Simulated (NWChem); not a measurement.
**Dipole moment of GeS**

```
Ge
S 1 2.0180
```
Charge 0, spin multiplicity 1.

The numbers come from NWChem runs, not from measurements. Structure: optimised with PBE0/def2-SVP, a minimum by its harmonic frequencies.

Basis set: def2-SVPD. The CCSD dipole comes from the Λ equations, without orbital relaxation.

The Hamiltonian is non-relativistic. The correlated methods keep 14 core orbitals frozen. B3LYP has NWChem's definition, with VWN1-RPA local correlation. The structure started from a generated list of species. Coupled-cluster values serve here as a point of comparison, not as the truth.

| method | dipole moment (D) |
|---|---|
| PBE | [?] |
| B3LYP | 2.23 |
| HF | [?] |
| PBE0 | [?] |
| CCSD | [?] |

### Question
Complete the blanks.

### Answer

- PBE, dipole moment (D): 2.03
- HF, dipole moment (D): 2.83
- PBE0, dipole moment (D): 2.27
- CCSD, dipole moment (D): 1.93
